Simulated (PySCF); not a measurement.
**How methods differ on the ionisation energy of Te⁺**

Te⁺ [Kr] 4d10 5s2 5p3 (4S) → Te²⁺ [Kr] 4d10 5s2 5p2 (3P), as a difference of total energies. Computed with PySCF 2.14 in aug-cc-pV5Z-PP with ECP28MDF, with a scalar-relativistic core potential. Correlated levels: valence: 4s2 4p6 4d10 frozen. The calculations carry no spin-orbit coupling.

```json
{"method": "UHF", "ionisation energy (eV)": "18.351"}
{"method": "LDA", "ionisation energy (eV)": "18.931"}
{"method": "PBE", "ionisation energy (eV)": "18.754"}
{"method": "PBE0", "ionisation energy (eV)": "18.857"}
{"method": "r2SCAN", "ionisation energy (eV)": "19.012"}
{"method": "TPSS", "ionisation energy (eV)": "18.783"}
{"method": "M06-2X", "ionisation energy (eV)": "18.816"}
{"method": "revPBE", "ionisation energy (eV)": "18.709"}
{"method": "MP2 (valence)", "ionisation energy (eV)": "18.839"}
{"method": "SCS-MP2 (valence)", "ionisation energy (eV)": "18.709"}
```

Q: How much does correlation contribute at MP2 (valence)?

A: 18.839 − (18.351) = 0.488 eV, measured against UHF.

The reference lies between the lowest fine-structure levels, while these numbers refer to the centres of the terms.

For comparison: 18.6 ± 0.4 eV (measured; NIST Atomic Spectra Database, ionization energies).
